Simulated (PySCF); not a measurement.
Selenium: highly charged ions in a basis for the neutral atom

Se²²⁺ [Ne] 3s2, Se²³⁺ [Ne] 3s1. Computed with PySCF 2.14 in x2c-SVPall (5s4p3d, 32 functions), with the spin-free X2C one-electron Hamiltonian (Gaussian nucleus). No spin-orbit coupling, so a gap to NIST mixes the basis error with missing relativistic terms.

Changed run: basis of the neutral atom used for a highly charged ion. This setting is unsound on purpose.

```json
{"species": "Se²²⁺", "method": "UHF", "sound run (hartree)": "not run", "changed run (hartree)": "-2128.36668", "converged": "yes"}
{"species": "Se²²⁺", "method": "MN15", "sound run (hartree)": "not run", "changed run (hartree)": "-2130.04342", "converged": "yes"}
{"species": "Se²²⁺", "method": "LDA", "sound run (hartree)": "not run", "changed run (hartree)": "-2125.17970", "converged": "yes"}
{"species": "Se²³⁺", "method": "UHF", "sound run (hartree)": "not run", "changed run (hartree)": "-2092.84596", "converged": "yes"}
{"species": "Se²³⁺", "method": "MN15", "sound run (hartree)": "not run", "changed run (hartree)": "-2094.50514", "converged": "yes"}
{"species": "Se²³⁺", "method": "LDA", "sound run (hartree)": "not run", "changed run (hartree)": "-2089.55216", "converged": "yes"}
```

Ionisation energy of Se²²⁺:

```tsv
method	changed run (eV)	NIST (eV)
UHF	966.57	989.6 ± 1.3
MN15	967.05	989.6 ± 1.3
LDA	969.47	989.6 ± 1.3
```

The contracted functions were made for the neutral atom and can be too rigid for a highly charged ion.
